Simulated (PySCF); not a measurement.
## Diatomic cations of Na with group 13

CCSD(T) with double-zeta basis sets in PySCF, for the lowest determinant that a PBE0 search found; no spin–orbit coupling. De refers to high-spin ground-configuration atoms (the charge goes to the atom of lower measured ionisation energy or higher electron affinity, which is not always the lowest computed limit).

| M | basis | reference, frozen orbitals | charged atom | state (unpaired electrons) | Re (Å) | ωe (cm⁻¹) | De (eV) |
| --- | --- | --- | --- | --- | --- | --- | --- |
| B | aug-pcseg-1 | UHF, 2 | Na+ | doublet (σ ↑) | 3.007 | 172 | 0.48 |
| Al | cc-pVDZ/cc-pV(D+d)Z | UHF, 6 | Na+ | doublet (σ ↑) | 3.427 | 138 | 0.82 |
| Ga | x2c-SVPall | UHF, 10 | Na+ | doublet (σ ↑) | 3.463 | 107 | 0.79 |
| In | def2-SVPD | UHF, 5 | Na+ | doublet (σ ↑) | 3.584 | 100 | 0.88 |
| Tl | cc-pVDZ/cc-pVDZ-PP | UHF, 5 | Na+ | doublet (σ ↑) | 3.592 | 100.0 | n/a |

The shortest bond is that of NaB⁺ (3.007 Å), the longest that of NaTl⁺ (3.592 Å).

The rows differ in basis set, which adds steps of its own.

Down a group the atoms grow and get heavier, so bonds lengthen and wavenumbers fall; this series shows no clear exception.

Correlated steps freeze the inner cores (2 to 10 orbitals); shallow outer-core shells are correlated. Weak bonds: NaB⁺. Basis-set superposition, not corrected here, can be much of De in a small basis, most of all at correlated wavefunction levels. These are scalar-relativistic numbers at best; spin–orbit coupling would shift them, the dissociation energy most. For an ion De counts to the pair picked by the measured ionisation energies or electron affinities, which need not be the lowest pair at this level. States were picked by a PBE0 search and need not be the measured ground states.
